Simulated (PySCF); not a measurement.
**GeN⁻: frontier orbitals**

B2PLYP at R = 1.671 Å; Ge def2-TZVPPD, N def2-TZVPPD; no relativity (PySCF 2.14). State: ¹Σ⁺ (singlet), closed shell. Only the outer orbitals are listed, counted within each symmetry.

```tsv
orbital	occ.	ε (eV)	on Ge (%)	main shells (%)
8σ	2	-16.24	26	71 N s, 16 Ge s
9σ	2	-6.24	71	68 Ge s, 16 N p, 13 N s
10σ	2	-1.83	45	44 N p, 35 Ge p, 11 N s
4π	2	-1.55	43	57 N p, 39 Ge p
4π	2	-1.55	43	57 N p, 39 Ge p
5π	0	5.55	83	60 Ge p, 24 Ge d, 22 N p
5π	0	5.55	83	60 Ge p, 24 Ge d, 22 N p
```

Which are the highest filled and the lowest empty level, where do they sit, and how wide is the gap?

Highest filled 4π at -1.55 eV (in %: 57 N p, 39 Ge p); lowest empty 5π at 5.55 eV (in %: 60 Ge p, 24 Ge d, 22 N p); the gap at B2PLYP is 7.10 eV. An empty level above zero is unbound, and its energy depends on the basis.

| Property | Result |
| --- | --- |
| bond order (Mayer) | 2.82 |
| ⟨S²⟩ | 0.000 |
| charge on Ge (Mulliken, basis-dependent) | -0.55 |
| charge on Ge (Löwdin, basis-dependent) | -0.17 |
| dipole moment (positive dipole points towards N; it is taken about the centre of mass and depends on that origin) | -4.33 D |

Correlated steps freeze 10 core orbitals. B2PLYP dipoles, levels and charges come from its SCF part alone.
